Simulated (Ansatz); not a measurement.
Ge(eta1-allyl)H3 (C₃H₈Ge), relaxed as a singlet with RKS r2SCAN-D4/def2-SVP in Ansatz, starting from the GFN2-xTB geometry. Force threshold 0.02 eV/Å.

Start:

```xyz
12

Ge   -0.852    1.590   -0.160
C    -0.743   -0.374    0.085
C     0.570   -0.895   -0.379
C     1.527   -1.333    0.418
H    -1.553   -0.834   -0.486
H    -0.897   -0.609    1.140
H     0.724   -0.878   -1.452
H     1.402   -1.361    1.489
H     2.470   -1.687    0.037
H    -0.666    1.971   -1.594
H     0.203    2.294    0.629
H    -2.185    2.118    0.274
```

**Question.** Estimate the energy that the relaxation releases and the steps that it takes.

**Answer.** 9.2 kJ/mol, in 8 steps; 50 s on 4 threads of Intel Xeon on a shared host. No frequencies were taken in this run, so the end may be a saddle point.

**Question.** Does the start keep its bonding and symmetry?

**Answer.** By distances, no bond broke or formed. The bond that changes most is Ge1–H10, from 1.50 to 1.54 Å (atoms count from 1).

**Question.** Predict the relaxed structure.

**Answer.** 
```xyz
12

Ge   -0.8562    1.5951   -0.1549
C    -0.7526   -0.3620    0.0903
C     0.5554   -0.9046   -0.3799
C     1.5515   -1.3314    0.4087
H    -1.5953   -0.7966   -0.4743
H    -0.9170   -0.5757    1.1592
H     0.7069   -0.9200   -1.4690
H     1.4542   -1.3358    1.5004
H     2.4934   -1.6936   -0.0121
H    -0.5843    1.9442   -1.6279
H     0.2004    2.2770    0.7273
H    -2.2564    2.1036    0.2322
```
Bond lengths: 2 × C–C 1.34 to 1.49 Å; 1 × C–Ge 1.98 Å; 5 × C–H 1.09 to 1.10 Å; 3 × Ge–H 1.54 Å.
